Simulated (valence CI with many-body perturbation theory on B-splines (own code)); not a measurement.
Energy levels of Tc³⁸⁺

Calculated by valence CI with perturbative core correlation (CI+MBPT): three valence electrons over a frozen Dirac-Fock core [He], radial functions for each j: 11 s, 11 p, 9 d, 7 f, 5 g, 2 h, 1 i, with the one-electron correlation potential Σ1, the two-electron term Σ2, the three-electron term Σ3, Breit, model QED; selected CI, second order for the rest (own B-spline code, finite nucleus).

No measured spectrum was set against this ion. As an estimate, large intervals hold to a few tenths of a per cent, small ones and those within an open d or f shell to about a per cent.

Levels 91 to 98 of 98, with energies above the lowest level, (2s^2 2p1/2) J=1/2. "Leading %" is the weight of the configuration and term that name the level; weights of strongly mixed levels are sums over their largest components and can fall short. In the jj column 3d3/2^4 stands for four electrons in 3d with j = 3/2.

```tsv
No.	Configuration	Term	J	E (Ry)	Leading %	Second component	Leading jj	g
91	2p2.3p	2P°	1/2	263.06	84	8 % 2p2.3p 4D°	2p1/2 2p3/2 3p3/2 (97 %)	0.693
92	2p2.3d	4F	7/2	263.22	68	16 % 2p2.3d 2G	2p1/2 2p3/2 3d5/2 (67 %)	1.202
93	2p2.3d	2F	7/2	263.46	43	36 % 2p2.3d 4D	2p1/2 2p3/2 3d3/2 (58 %)	1.183
94	2p2.3d	4P	5/2	263.79	42	35 % 2p2.3d 2F	2p1/2 2p3/2 3d5/2 (62 %)	1.226
95	2p2.3d	4D	3/2	263.93	41	27 % 2p2.3d 2D	2p1/2 2p3/2 3d5/2 (76 %)	1.149
96	2p2.3d	2G	9/2	264.20	56	44 % 2p2.3d 4F	2p1/2 2p3/2 3d5/2 (99 %)	1.202
97	2p2.3d	4D	5/2	264.48	38	34 % 2p2.3d 2D	2p1/2 2p3/2 3d5/2 (55 %)	1.183
98	2p2.3d	4P	3/2	264.58	46	29 % 2p2.3d 2P	2p1/2 2p3/2 3d3/2 (77 %)	1.381
```
